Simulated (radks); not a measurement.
All-electron atom: Eu in [Xe] 4f5 5d2 6s2 (not the ground configuration).

All-electron calculation, scalar-relativistic Kohn-Sham, PBE, spin-polarised, spherical densities, finite nucleus; open shells are filled with parallel spins first (spin-orbit coupling, left out, can overturn this in heavy ions); Fermi nuclear charge, rms radius 5.1115 fm. Program: a radial shooting solver on a logarithmic mesh with Libxc functionals.

Energy parts (eV):
| part | energy |
|---|---|
| total | -295055.49 |
| kinetic | 316067.00 |
| electron-nucleus | -718373.00 |
| Hartree | 113821.86 |
| exchange-correlation | -6571.35 |

Orbitals (lengths in bohr, moments of r in powers of bohr; <r^-3> diverges for s and p1/2; r(90%) holds 90 % of the orbital's charge):
[
 {"orbital": "1s up", "occ.": "1", "eigenvalue (eV)": "-48375.51", "<r^-3>": "-", "r(90%)": "0.0403", "<r>": "0.02232", "<r^4>": "1.226e-06"},
 {"orbital": "1s down", "occ.": "1", "eigenvalue (eV)": "-48375.52", "<r^-3>": "-", "r(90%)": "0.0403", "<r>": "0.02232", "<r^4>": "1.226e-06"},
 {"orbital": "2s up", "occ.": "1", "eigenvalue (eV)": "-7955.979", "<r^-3>": "-", "r(90%)": "0.147", "<r>": "0.09513", "<r^4>": "0.0001962"},
 {"orbital": "2s down", "occ.": "1", "eigenvalue (eV)": "-7955.876", "<r^-3>": "-", "r(90%)": "0.147", "<r>": "0.09512", "<r^4>": "0.0001962"},
 {"orbital": "2p up", "occ.": "3", "eigenvalue (eV)": "-7090.364", "<r^-3>": "10780", "r(90%)": "0.137", "<r>": "0.08390", "<r^4>": "0.0001460"},
 {"orbital": "2p down", "occ.": "3", "eigenvalue (eV)": "-7090.288", "<r^-3>": "10780", "r(90%)": "0.137", "<r>": "0.08390", "<r^4>": "0.0001460"},
 {"orbital": "3s up", "occ.": "1", "eigenvalue (eV)": "-1764.436", "<r^-3>": "-", "r(90%)": "0.366", "<r>": "0.2497", "<r^4>": "0.007657"},
 {"orbital": "3s down", "occ.": "1", "eigenvalue (eV)": "-1762.477", "<r^-3>": "-", "r(90%)": "0.366", "<r>": "0.2495", "<r^4>": "0.007633"},
 {"orbital": "3p up", "occ.": "3", "eigenvalue (eV)": "-1495.001", "<r^-3>": "2243", "r(90%)": "0.371", "<r>": "0.2482", "<r^4>": "0.008020"},
 {"orbital": "3p down", "occ.": "3", "eigenvalue (eV)": "-1493.048", "<r^-3>": "2247", "r(90%)": "0.371", "<r>": "0.2480", "<r^4>": "0.007990"},
 {"orbital": "3d up", "occ.": "5", "eigenvalue (eV)": "-1134.330", "<r^-3>": "303.4", "r(90%)": "0.352", "<r>": "0.2261", "<r^4>": "0.006444"},
 {"orbital": "3d down", "occ.": "5", "eigenvalue (eV)": "-1132.802", "<r^-3>": "304.0", "r(90%)": "0.352", "<r>": "0.2259", "<r^4>": "0.006409"},
 {"orbital": "4s up", "occ.": "1", "eigenvalue (eV)": "-363.9273", "<r^-3>": "-", "r(90%)": "0.810", "<r>": "0.5643", "<r^4>": "0.1872"},
 {"orbital": "4s down", "occ.": "1", "eigenvalue (eV)": "-359.2570", "<r^-3>": "-", "r(90%)": "0.810", "<r>": "0.5644", "<r^4>": "0.1873"},
 {"orbital": "4p up", "occ.": "3", "eigenvalue (eV)": "-274.9244", "<r^-3>": "502.2", "r(90%)": "0.867", "<r>": "0.5966", "<r^4>": "0.2439"},
 {"orbital": "4p down", "occ.": "3", "eigenvalue (eV)": "-270.2936", "<r^-3>": "501.4", "r(90%)": "0.867", "<r>": "0.5967", "<r^4>": "0.2443"},
 {"orbital": "4d up", "occ.": "5", "eigenvalue (eV)": "-150.7947", "<r^-3>": "57.09", "r(90%)": "0.970", "<r>": "0.6473", "<r^4>": "0.3804"},
 {"orbital": "4d down", "occ.": "5", "eigenvalue (eV)": "-146.2100", "<r^-3>": "56.91", "r(90%)": "0.972", "<r>": "0.6480", "<r^4>": "0.3837"},
 {"orbital": "4f up", "occ.": "5", "eigenvalue (eV)": "-16.3304", "<r^-3>": "8.004", "r(90%)": "1.39", "<r>": "0.8327", "<r^4>": "1.941"},
 {"orbital": "4f down", "occ.": "0", "eigenvalue (eV)": "-12.0401", "<r^-3>": "7.831", "r(90%)": "1.44", "<r>": "0.8521", "<r^4>": "2.318"},
 {"orbital": "5s up", "occ.": "1", "eigenvalue (eV)": "-52.7314", "<r^-3>": "-", "r(90%)": "1.91", "<r>": "1.332", "<r^4>": "5.849"},
 {"orbital": "5s down", "occ.": "1", "eigenvalue (eV)": "-49.8369", "<r^-3>": "-", "r(90%)": "1.93", "<r>": "1.344", "<r^4>": "6.066"},
 {"orbital": "5p up", "occ.": "3", "eigenvalue (eV)": "-30.2464", "<r^-3>": "74.61", "r(90%)": "2.25", "<r>": "1.543", "<r^4>": "11.20"},
 {"orbital": "5p down", "occ.": "3", "eigenvalue (eV)": "-27.7531", "<r^-3>": "71.91", "r(90%)": "2.28", "<r>": "1.561", "<r^4>": "11.86"},
 {"orbital": "5d up", "occ.": "2", "eigenvalue (eV)": "-4.2541", "<r^-3>": "3.774", "r(90%)": "3.95", "<r>": "2.482", "<r^4>": "110.9"},
 {"orbital": "5d down", "occ.": "0", "eigenvalue (eV)": "-2.6977", "<r^-3>": "3.189", "r(90%)": "4.46", "<r>": "2.722", "<r^4>": "187.2"},
 {"orbital": "6s up", "occ.": "1", "eigenvalue (eV)": "-4.6381", "<r^-3>": "-", "r(90%)": "5.60", "<r>": "3.803", "<r^4>": "423.9"},
 {"orbital": "6s down", "occ.": "1", "eigenvalue (eV)": "-3.8307", "<r^-3>": "-", "r(90%)": "5.99", "<r>": "4.040", "<r^4>": "556.6"}
]

The highest occupied level is 6s down at -3.831 eV. The configuration is held as typed, so some empty levels lie below it. The electron density at the nucleus is 6.058e+05 e/bohr^3 (large components only). Spin moment in Bohr magnetons: 7.
